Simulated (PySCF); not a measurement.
Job for PySCF: R-MP2/6-31G* on BFH3NO (SMILES NB(O)F), a point of a torsion scan.

```python
from pyscf import gto, scf, dft, mp
from pyscf.data.elements import chemcore

mol = gto.M(
    atom='''
    N     1.05740245   -0.38808030    0.16949581
    B    -0.29118642    0.03306681    0.42064094
    O    -0.76147942    0.21833059    1.65263839
    F    -1.10465543    0.34880414   -0.61851512
    H     1.76727328    0.32484031    0.14633928
    H     1.13156309   -0.87468956   -0.71729404
    H    -1.66611819    0.52793414    1.71051161
    ''',
    basis='6-31g*',
    cart=True,
    charge=0, spin=0, verbose=3, max_memory=1800)
mf = scf.RHF(mol)
mf.conv_tol = 1e-8
mf.max_cycle = 100
mf.kernel()
if not mf.converged:
    mf = mf.newton().run(mf.mo_coeff, mf.mo_occ)
pt = mp.MP2(mf, frozen=chemcore(mol)).run()
```

Program output:

```
converged SCF energy = -255.323256919285
E(RMP2) = -255.907995080694  E_corr = -0.584738161408986
E(SCS-RMP2) = -255.888709109705  E_corr = -0.565452190419437
```

The calculation finished and met its thresholds.

Cost: roughly 2.0 core-seconds.
